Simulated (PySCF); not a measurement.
# Structure from 2D NMR

Compound of formula C6H14O2Si. Correlations simulated from computed shifts and the bond graph:

HSQC (one-bond C–H):
```csv
δH,δC
2.03,51.2
1.04,31.3
```

HMBC (two and three bonds, from the bond graph):
```csv
δH,δC
4.67,185.3
2.03,"185.3, 32.0, 31.3"
1.04,"51.2, 32.0, 31.3"
```

Carbons without hydrogens: δ 185.3, 32.0.

One computed conformer, no relativistic terms, equivalent nuclei averaged, in vacuum. Shieldings: GIAO CAM-B3LYP/pcSseg-1; coordinates at the PBE0-D3(BJ)/def2-SVP level; PySCF 2.14.0 with density-fitted response routines.

δ = σ(ref) − σ, references computed at the same level: TMS for ¹H and ¹³C.

Exchangeable hydrogens are left out of these lists.

Q: Work out the connectivity.

A: SMILES CC(C)(C)CC(=O)O[SiH3].

Structure with atom numbers: `[CH3:1][C:2]([CH3:3])([CH3:4])[CH2:5][C:6](=[O:7])[O:8][SiH3:9]`; H(Xn) means a hydrogen on atom n.

1. δC 185.3 is C6, a carbonyl carbon.
2. δC 51.2 is C5, an sp3 CH2 α to a carbonyl (δH 2.03).
3. δC 32.0 is C2, a quaternary sp3 carbon.
4. δC 31.3 is C1/C3/C4, a methyl carbon (δH 1.04).
5. HMBC from δH 4.67 reaches the proton-free carbon C6.
6. HMBC from δH 2.03 reaches the proton-free carbons C6, C2.
7. HMBC from δH 1.04 reaches the proton-free carbon C2.

The data come from this structure; uniqueness wasn't tested.

Shifts are as computed, not scaled to solution data. Of 1313 compounds with measured shifts, 239 miss one by over three times the rms of a fit or turn the order of signals round; such compounds aren't used in these exercises.
